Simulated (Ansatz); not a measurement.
Species: [Zr(Cl)2(F)2] (charge 0, multiplicity 1).

Q: Give a relaxed geometry from r2SCAN-D4/def2-SVP (Ansatz, an electronic-structure program).

A: the end point of this relaxation.
Z-matrix (Å, degrees):
```
Zr
F 1 1.8897
F 1 1.8897 2 108.27
Cl 1 2.3425 2 109.46 3 119.25
Cl 1 2.3425 2 109.46 3 -119.25
```
